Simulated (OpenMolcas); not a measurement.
4s2 4p along the 31-electron sequence

```yaml
Program: OpenMolcas
Method: MS-RASPT2, IPEA 0.25 Eh, imaginary shift 0.1 Eh
Basis: ANO-R2
Scalar_Hamiltonian: X2C, finite nucleus
Spin-orbit_coupling: RASSI with atomic mean-field integrals over the reference wave functions, term energies averaged over their components
```

Active space for each ion: 3 electrons in 9 orbitals (RAS2 4s 4p; RAS3 4d, at most 2 electrons); closed shells correlated by CASPT2: 3d.

Computed levels in cm-1 above 2P* 1/2:

```csv
Level,As2+,Se3+,Br4+,Kr5+
2P* 3/2,2590,3850,5490,7400
weight of 2P* in the lowest level (%),100,100,100,100
```

Measured, with the error of the calculation in %. Measured levels: As2+, Se3+, Br4+ from Moore, Atomic Energy Levels, vol. II, NSRDS-NBS 35 (1971 reprint of NBS Circular 467, 1952); Kr5+ from Saloman, J. Phys. Chem. Ref. Data 36, 215 (2007).

```csv
Level,As2+,Se3+,Br4+,Kr5+
2P* 3/2,2940 (-11.8),4376 (-12.0),6090 (-9.9),8110 (-8.8)
```

The fine-structure level 2P* 3/2 changes by a factor of 2.86 from As2+ to Kr5+. Its fourth root runs 7.13, 7.88, 8.61, 9.27, with steps per unit of Z of 0.74, 0.73, 0.67; equal steps would mean a (Z - σ)^4 law with constant σ.

Active for correlation alone: 4d; no level in the range computed is led by a configuration that fills it, so any true level of that kind is missing. Computed and measured levels are paired by configuration, term and J; levels that our copy of the source lacks, or whose pairing is in doubt (as where it misses far off the trend of its configuration), stay unpaired and out of the deviations. Levels of configurations outside the active space are missing.

* marks odd parity.
